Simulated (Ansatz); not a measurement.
```yaml
crystal:
  periodic: [false, false, false]
  atoms:
    - {symbol: Cl, position_ang: [1.157211, -0.435628, 0.577697]}
    - {symbol: K, position_ang: [-1.127711, 0.375428, -0.573697]}
basis:
  gaussian: {orbitals: def2-TZVP}
hamiltonian: {xc: {name: r2SCAN50}, pseudopotentials: {relativity: scalar}}
multiplicity: 3
```

```sh
$ ansatz run in.yaml --threads 2 --pin off --events-out ev --progress --plain --max-ram 32768MiB --backend cpu
```

Shortened log:

```
Error: YAML parse error: error: line 9 column 1: unknown field `multiplicity`, expected one of crystal, accuracy, basis, kpoints, hamiltonian, magnetization, projection, total_charge, correlation, batch, efield, external_charges, scf, relax, neb, saddle, md, ramp, phonons, dielectric, real_time, elastic, magnetic_configurations, gw, evaluate, workflow, output, checkpoint, execution
 --> <input>:9:1
7 |   gaussian: {orbitals: def2-TZVP}
8 | hamiltonian: {xc: {name: r2SCAN50}, pseudopotentials: {relativity…
9 | multiplicity: 3
```

Question: What is wrong with this run?

Answer: The input holds a key that doesn't belong there. The input was rejected before any iteration.
